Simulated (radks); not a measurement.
Valence configurations of neutral caesium (all share [Xe]). Calculated with a radial shooting solver on a logarithmic mesh with Libxc functionals: Dirac Kohn-Sham, PBE, spin-unpolarised, spherical densities, finite nucleus; open shells are shared between the two j in proportion to 2j + 1; Fermi nuclear charge, rms radius 4.8041 fm. Energies are relative to 6s1; eigenvalues in eV.

| valence | E (eV) | e(4f5/2) | e(4f7/2) | e(5d3/2) | e(5d5/2) | e(6p1/2) |
|---|---|---|---|---|---|---|
| 6s1 | 0.000 | - | - | - | - | - |
| 5d0.5 6s0.5 | 0.843 | - | - | -0.489 | -0.455 | - |
| 4f0.5 6s0.5 | 1.278 | -0.281 | -0.281 | - | - | - |
| 6p1 | 1.368 | - | - | - | - | -1.344 |
| 5d1 | 1.671 | - | - | -0.597 | -0.564 | - |
| 4f1 | 2.951 | -0.434 | -0.434 | - | - | - |

NIST lists [Xe] 6s1 as the ground configuration; this level of theory agrees among the configurations tried. The energies are those of spherical spin-averaged densities, not of single terms.
